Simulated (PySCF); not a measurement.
Start geometry of `CB(C)C1=NC=C([SiH3])C=C1` from GFN2-xTB (Å):
```
atom  x, y, z in Å
C1    -2.9489   -1.2023    0.2697
B2    -2.1052    0.1213    0.2073
C3    -2.8038    1.5315    0.3232
C4    -0.5441    0.0266    0.0411
C5     0.2613    1.1263   -0.2813
C6     1.6279    0.9673   -0.4202
C7     2.2060   -0.2835   -0.2237
Si8    4.0597   -0.5683   -0.4030
C9     1.3207   -1.3135    0.1012
N10    0.0200   -1.1773    0.2187
H11   -2.4126   -2.0706   -0.1010
H12   -3.1929   -1.4063    1.3133
H13   -3.9019   -1.1258   -0.2508
H14   -3.8390    1.4743    0.6505
H15   -2.8096    2.0156   -0.6543
H16   -2.2777    2.2087    0.9942
H17   -0.1891    2.0965   -0.4303
H18    2.2503    1.8147   -0.6771
H19    4.3774   -1.9060    0.0955
H20    4.4221   -0.4462   -1.8177
H21    4.7715    0.4522    0.3706
H22    1.6974   -2.3160    0.2725
```

What comes out of this run: PBE0-D3(BJ)/def2-SVP geometry optimisation, gas phase in PySCF?

```
atom  x, y, z in Å
C1    -2.667   -1.147    0.502
B2    -1.840    0.158    0.273
C3    -2.548    1.561    0.186
C4    -0.263    0.053    0.121
C5     0.557    1.183   -0.031
C6     1.932    1.034   -0.172
C7     2.489   -0.250   -0.156
Si8    4.335   -0.544   -0.357
C9     1.589   -1.319    0.006
N10    0.278   -1.183    0.135
H11   -2.105   -2.066    0.286
H12   -2.921   -1.161    1.581
H13   -3.635   -1.140   -0.024
H14   -3.585    1.553    0.552
H15   -2.591    1.836   -0.886
H16   -2.002    2.378    0.683
H17    0.111    2.181   -0.039
H18    2.567    1.918   -0.290
H19    4.643   -1.969   -0.037
H20    4.766   -0.254   -1.759
H21    5.100    0.356    0.559
H22    1.967   -2.349    0.031
```

The energy falls by 2.1 kcal/mol over 9 energy and gradient evaluations, the largest force component goes from 0.0149 to 1.9e-04 Eh/bohr, and the atoms move by 0.230 Å rms after alignment. Among the bonds, Si8–H19, Si8–H20 and Si8–H21 change most and about equally (+0.029 to +0.030 Å). Bonds longer at the end by more than 0.005 Å: 18 of 22; shorter: 1. Among the angles that change most is B2–C1–H12, from 108.4° to 106.0°. Among the dihedrals that turn most is C3–B2–C4–N10, from 167° to -177°. Rotational constants go from 3233, 538.9, 468.6 to 3206, 537.4, 465.5 MHz. The orientation of the end geometry is arbitrary; only internal coordinates are fixed.

The run used 204 basis functions and 70 SCF cycles in all. On one thread, Arm Neoverse V1 (aarch64), no GPU (shared host), this took 3.9 min of wall time and 0.95 GiB of memory at its peak.

No PBE0-D3(BJ)/def2-SVP frequencies stand behind this structure, so it isn't proved a minimum.
